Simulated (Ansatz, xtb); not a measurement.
**C6H3NO2: which of two isomers lies lower**

We compare X, `N#CC1C(=O)C=CC1=O`, a singlet, with Y, `N#Cc1ccoc(=O)c1`, a singlet. Both are isolated molecules in the gas phase, relaxed with B3LYP-D3(BJ)/def2-SVP.

X (Å):

```xyz
12

C    -2.2264    0.1788   -0.0577
C    -1.4937    1.3979    0.2394
C    -0.8728    1.4464    1.6607
C     0.5449    1.8741    1.4949
C     0.8731    1.9938    0.1945
C    -0.2796    1.6628   -0.6899
N    -2.7902   -0.8054   -0.2905
O    -1.4339    1.1950    2.6928
O    -0.2772    1.6168   -1.8904
H    -2.1807    2.2592    0.1453
H     1.1895    2.0427    2.3592
H     1.8407    2.2801   -0.2211
```

Y (Å):

```xyz
12

C    -1.6018    0.1509   -1.1409
C    -0.9635    0.9516   -0.1327
C    -1.7545    1.4960    0.9428
C    -1.1135    2.2446    1.8716
C     1.0487    2.0041    0.8194
C     0.3816    1.1957   -0.1915
N    -2.1305   -0.4937   -1.9473
O     0.1988    2.4948    1.8325
O     2.2118    2.2846    0.8731
H    -2.8255    1.3147    1.0092
H    -1.6015    2.7098    2.7307
H     1.0110    0.8014   -0.9886
```

Problem. Estimate which is lower in electronic energy at CCSD(T)/def2-SVP + ΔMP2/def2-TZVPP, and by roughly how much.

Solution. The CCSD(T)/def2-SVP + ΔMP2/def2-TZVPP calculation puts structure Y lower, by 5.8 kcal/mol.

Level by level:

| level | geometry | E(Y) − E(X) (kcal/mol) | departure from the last row (kcal/mol) | job, with rough time for the two |
| --- | --- | --- | --- | --- |
| B3LYP-D3(BJ)/def2-SVP | B3LYP-D3(BJ)/def2-SVP | −10.1 | −4.2 | optimisation, 45 s |
| HF/def2-SVP | B3LYP-D3(BJ)/def2-SVP | −2.8 | +3.0 | part of the CCSD(T) run |
| MP2/def2-SVP | B3LYP-D3(BJ)/def2-SVP | −6.2 | −0.3 | part of the CCSD(T) run |
| CCSD(T)/def2-SVP | B3LYP-D3(BJ)/def2-SVP | −4.7 | +1.1 | single point |
| CCSD(T)/def2-SVP + ΔMP2/def2-TZVPP | B3LYP-D3(BJ)/def2-SVP | −5.8 |  | single point, 92 s |

As drawn, Y has 1 C=C, 2 C–O in place of 2 C–C, 1 C=O. Structure X has a 5-membered ring, Y a 6-membered ring.

None of the levels shown reverses the order. The largest departure from CCSD(T)/def2-SVP + ΔMP2/def2-TZVPP is that of B3LYP-D3(BJ)/def2-SVP, 4.2 kcal/mol. Levels run at GFN2-xTB geometries aren't shown. The last row adds to CCSD(T) the change of the MP2 difference between the two basis sets, here −1.1 kcal/mol.

With thermal terms from frequencies at re-optimised GFN2-xTB minima (ideal gas, soft modes damped towards free rotors, one conformer each, 298.15 K, 1 atm): the zero-point term adds +0.5 kcal/mol; ΔH is −5.5 and ΔG −4.9 kcal/mol.

The correlated steps freeze 9 core orbitals. Programs: Ansatz 0.2.0, xtb 6.7.1; the last row on 4 threads of Arm Neoverse V1 on a shared host.
